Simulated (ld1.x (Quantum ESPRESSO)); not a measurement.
## Varying the ultrasoft potential for oxygen (O)

Base potential:

```json
{
  "Element": "O",
  "Generator": "ld1.x (Quantum ESPRESSO) 7.5",
  "Type": "ultrasoft",
  "Functional": "PW91",
  "Relativity": "scalar-relativistic",
  "Frozen core": "[He]",
  "Valence charge": "6",
  "Reference configuration": "2s2 2p4",
  "Partial waves": "2s (bound): rcut 0.85, rcutus 1.05 bohr; 2s channel at -1.15 Ry: rcut 0.85, rcutus 1.05 bohr; 2p (bound): rcut 1.05, rcutus 1.40 bohr; 2p channel at 0.35 Ry: rcut 1.05, rcutus 1.40 bohr; 3d channel at -0.05 Ry: rcut 0.95, rcutus 1.05 bohr",
  "Local potential": "all-electron potential smoothed inside 0.95 bohr (lloc = -1)",
  "Core correction": "a·sin(br)/r model core inside 1.10 bohr",
  "Augmentation charge": "PSQ, radius 0.70 bohr"
}
```

All-electron outer shells of the reference configuration (PW91, scalar-relativistic, ld1.x):

| shell | level (eV) | outermost node (bohr) | outermost maximum (bohr) |
| --- | --- | --- | --- |
| 1s | -515.10 | – | 0.13 |
| 2s | -24.01 | 0.28 | 0.87 |
| 2p | -9.11 | – | 0.82 |

Cutoffs, loose and tight: the cutoffs (Ry, on a coarse ladder) from which the occupation-weighted sum of valence levels, in a spherical-Bessel basis at the reference potential, stays within 10 and 1 mRy of its value at 400 Ry. They do not see the model core or the augmentation charge, which bear on the density cutoff. Test errors are all-electron minus pseudo excitation energies from the reference, over the configurations 2s2 2p3; 2s2 2p2; 2s2 2p1; 2s2 2p4.3; 2s2 2p0; 2s0 2p6; 2s1 2p5. A dash means not determined; rows that change the core or the reference have their own tests. The largest error is taken over the tests solved by every variant that gives reliable tests at all: 2s0 2p6; 2s1 2p5; 2s2 2p1; 2s2 2p2; 2s2 2p3; 2s2 2p4.3.

```tsv
change	outcome	cutoff, loose	cutoff, tight	bound ghosts	largest test error (meV)
base	generated	35 Ry	60 Ry	none	+85
all radii but the core radius scaled by about 0.75 (s 0.78, p 1.06, d 0.78 bohr, rcut 0.64/0.78/0.72); local potential all-electron potential smoothed inside 0.72 bohr (lloc = -1); augmentation PSQ, radius 0.52 bohr	generated	60 Ry	110 Ry	none	+251
all radii but the core radius scaled by about 0.88 (s 0.92, p 1.24, d 0.92 bohr, rcut 0.76/0.92/0.84); local potential all-electron potential smoothed inside 0.84 bohr (lloc = -1); augmentation PSQ, radius 0.62 bohr	generated	45 Ry	80 Ry	none	+108
all radii but the core radius scaled by about 0.95 (s 1.00, p 1.32, d 1.00 bohr, rcut 0.80/1.00/0.90); local potential all-electron potential smoothed inside 0.90 bohr (lloc = -1); augmentation PSQ, radius 0.66 bohr	generated	40 Ry	70 Ry	none	+95
all radii but the core radius scaled by about 1.05 (s 1.10, p 1.46, d 1.10 bohr, rcut 0.90/1.10/1.00); local potential all-electron potential smoothed inside 1.00 bohr (lloc = -1); augmentation PSQ, radius 0.74 bohr	generated	35 Ry	55 Ry	none	+83
all radii but the core radius scaled by about 1.11 (s 1.16, p 1.56, d 1.16 bohr, rcut 0.94/1.16/1.06); local potential all-electron potential smoothed inside 1.06 bohr (lloc = -1); augmentation PSQ, radius 0.78 bohr	generated	30 Ry	45 Ry	none	+77
all radii but the core radius scaled by about 1.18 (s 1.24, p 1.64, d 1.24 bohr, rcut 1.00/1.24/1.12); local potential all-electron potential smoothed inside 1.12 bohr (lloc = -1); augmentation PSQ, radius 0.82 bohr	generated	30 Ry	45 Ry	none	+75
all radii but the core radius scaled by about 1.24 (s 1.30, p 1.74, d 1.30 bohr, rcut 1.06/1.30/1.18); local potential all-electron potential smoothed inside 1.18 bohr (lloc = -1); augmentation PSQ, radius 0.86 bohr	generated	25 Ry	40 Ry	none	+67
all radii but the core radius scaled by about 1.31 (s 1.38, p 1.84, d 1.38 bohr, rcut 1.12/1.38/1.24); local potential all-electron potential smoothed inside 1.24 bohr (lloc = -1); augmentation PSQ, radius 0.92 bohr	generated	21 Ry	35 Ry	none	+28
```

Task: What comes out with this change to the base: all radii but the core radius scaled by about 1.41 (s 1.48, p 1.96, d 1.48 bohr, rcut 1.20/1.48/1.34); local potential all-electron potential smoothed inside 1.34 bohr (lloc = -1); augmentation PSQ, radius 0.98 bohr?

Result: outcome: generated; cutoff, loose: 21 Ry; cutoff, tight: 30 Ry; bound ghosts: none; largest test error (meV): -37.

Task: What comes out with this change to the base: all radii but the core radius scaled by about 0.80 (s 0.84, p 1.12, d 0.84 bohr, rcut 0.68/0.84/0.76); local potential all-electron potential smoothed inside 0.76 bohr (lloc = -1); augmentation PSQ, radius 0.56 bohr?

Result: outcome: generated; cutoff, loose: 55 Ry; cutoff, tight: 100 Ry; bound ghosts: none; largest test error (meV): +176.

Reading the sweep of the scale of all radii but the core radius (base = 1) (base included, trends over the rows without a ghost): The loose cutoff falls from 60 Ry at 0.75 to 21 Ry at 1.41. A larger radius leaves more room for a smooth pseudo-wave, so fewer plane waves are needed; a smaller one forces it to follow the all-electron wave where it bends sharply. The median size of the test errors (rows with all tests solved) is not monotonic: lowest 11.5 meV at 1.05, highest 57.9 meV at 0.75.
